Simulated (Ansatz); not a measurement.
Calculated with Ansatz (gas phase, PBE0-D4/def2-TZVP geometries, no zero-point term in ΔE). CCSD(T)/CBS adds triple-zeta CCSD(T) − MP2 to the extrapolated MP2 energy (def2 sets, frozen cores). def2 core potentials past Kr. For Te outer-core shells are correlated without core-valence functions, which leaves a few kJ/mol of doubt a bond. One conformer a species, not always the lowest.

`CC1B[Te]1` + `CC(=N)N` → `C/N=C(\C)N` + `B1C[Te]1`  (substitution at a C–C bond)

```csv
species,CCSD(T)/CBS(def2) energy (Eh)
`CC1B[Te]1`,-371.61894
`CC(=N)N`,-189.11552
`C/N=C(\C)N`,-228.36545
`B1C[Te]1`,-332.35591
```

Problem. Work out ΔE.

Solution. ΔE = (-228.36545) + (-332.35591) − (-371.61894) − (-189.11552) = 0.01310 Eh = +8.2 kcal/mol.

Largest T1 diagnostic among the species: 0.018.
